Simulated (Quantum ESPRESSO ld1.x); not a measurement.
Species: Eu2+. Configuration: [Kr] 4d10 4f7 5s1 5p6 5d1 (not the ground configuration). Calculated with ld1.x of Quantum ESPRESSO 7.5: Dirac Kohn-Sham, RPBE, spin-unpolarised, spherical densities, point nucleus; open shells are shared between the two j in proportion to 2j + 1.

X-ray form factor f0, the Fourier transform of the density (f0(0) = 61):

| sin(theta)/lambda (1/angstrom) | f0 (electrons) |
|---|---|
| 0.05 | 60.218 |
| 0.1 | 58.080 |
| 0.15 | 55.066 |
| 0.2 | 51.667 |
| 0.25 | 48.246 |
| 0.3 | 45.013 |
| 0.4 | 39.391 |
| 0.5 | 34.795 |
| 0.6 | 30.931 |
| 0.8 | 24.809 |
| 1 | 20.569 |
| 1.25 | 17.245 |
| 1.5 | 15.017 |
| 2 | 11.345 |
